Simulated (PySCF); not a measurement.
Sb4, charge +1, multiplicity 2. Atoms are numbered in the order given.

```xyz
4

Sb     1.0720     1.0720    -0.8956
Sb    -1.0720    -1.0720    -0.8956
Sb     1.0720    -1.0720     0.8956
Sb    -1.0720     1.0720     0.8956
```
Charge +1, spin multiplicity 2.

The structure is a stationary point at PBE0-D3(BJ)/def2-SVP. The spin state was assumed, not searched. The def2 effective core potentials stand for the cores of Sb; spin–orbit coupling is left out.

Level of theory: CAM-B3LYP/def2-TZVP (PySCF).

- total energy: -960.82738 hartree
- point group: D2d
- α spin, highest occupied and lowest empty level: -11.79 and -5.85 eV
- β spin, highest occupied and lowest empty level: -12.44 and -7.92 eV
- dipole moment about the centre of nuclear charge: 0.00 D
- mean static polarisability: 151.2 bohr³ (22.41 Å³)
- polarisability, principal values: 138.7, 157.5, 157.5 bohr³
- ⟨S²⟩: 0.765 (pure state 0.75)
